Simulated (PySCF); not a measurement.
**Chromium: highly charged ions in a basis for the neutral atom**

Cr⁹⁺ [Ne] 3s2 3p3, Cr¹⁰⁺ [Ne] 3s2 3p2. All numbers are calculated (PySCF 2.14, scalar relativity by spin-free X2C-1e, in x2c-TZVPall). No spin-orbit coupling, so a gap to NIST mixes the basis error with missing relativistic terms.

Changed run: basis of the neutral atom used for a highly charged ion. This setting is unsound on purpose.

```
species  method  sound run (hartree)  changed run (hartree)  converged
   Cr⁹⁺     UHF              not run            -1019.93468        yes
   Cr⁹⁺     LDA              not run            -1018.17295        yes
   Cr⁹⁺  M06-2X              not run            -1020.62969        yes
  Cr¹⁰⁺     UHF              not run            -1011.02460        yes
  Cr¹⁰⁺     LDA              not run            -1009.23335        yes
  Cr¹⁰⁺  M06-2X              not run            -1011.69354        yes
```

Ionisation energy of Cr⁹⁺:

| method | changed run (eV) | NIST (eV) |
| --- | --- | --- |
| UHF | 242.46 | 244.5 ± 0.5 |
| LDA | 243.26 | 244.5 ± 0.5 |
| M06-2X | 243.17 | 244.5 ± 0.5 |

The contracted functions were made for the neutral atom and can be too rigid for a highly charged ion.
